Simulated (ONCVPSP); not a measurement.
**Reading a pseudo-wave (copper)**

Columns: radius, all-electron u(r) and pseudo u(r) of the 3p shell (level -72.14 eV) of copper in the configuration [Ne] 3s2 3p6 3d10 4s1; PBE, scalar-relativistic, ONCV scheme, ONCVPSP 4.0.1.

| r (bohr) | all-electron | pseudo |
| --- | --- | --- |
| 0.068 | -0.4671 | 0.0405 |
| 0.135 | -0.6469 | 0.1533 |
| 0.202 | -0.3818 | 0.3227 |
| 0.270 | 0.0686 | 0.5281 |
| 0.338 | 0.5084 | 0.7396 |
| 0.405 | 0.8478 | 0.9287 |
| 0.473 | 1.0774 | 1.0808 |
| 0.540 | 1.2005 | 1.1797 |
| 0.608 | 1.2438 | 1.2257 |
| 0.675 | 1.2281 | 1.2211 |
| 0.742 | 1.1744 | 1.1767 |
| 0.810 | 1.0962 | 1.1026 |
| 0.878 | 1.0059 | 1.0117 |
| 0.945 | 0.9126 | 0.9160 |
| 1.013 | 0.8186 | 0.8199 |
| 1.080 | 0.7300 | 0.7302 |
| 1.148 | 0.6459 | 0.6460 |
| 1.215 | 0.5699 | 0.5699 |
| 1.283 | 0.4999 | 0.4999 |
| 1.350 | 0.4379 | 0.4379 |
| 1.418 | 0.3819 | 0.3819 |
| 1.485 | 0.3330 | 0.3330 |
| 1.553 | 0.2892 | 0.2892 |
| 1.620 | 0.2513 | 0.2513 |
| 1.688 | 0.2176 | 0.2176 |
| 1.755 | 0.1886 | 0.1886 |

Problem. How many radial nodes do the two functions have?

Solution. The all-electron 3p function has n − l − 1 = 1; the pseudo-wave has 0, since the states of the same l below it are removed with the core.

Problem. At about which radius was the pseudo-wave matched?

Solution. 1.20 bohr. The columns agree to 0.0005 from 1.08 bohr on; several derivatives are matched, so the curves merge somewhat inside the radius.

Problem. Is the pseudo-wave norm-conserving?

Solution. Yes: the ONCV scheme keeps the norm inside the radius equal to the all-electron one, which fixes the energy derivative of the logarithmic derivative at the level.
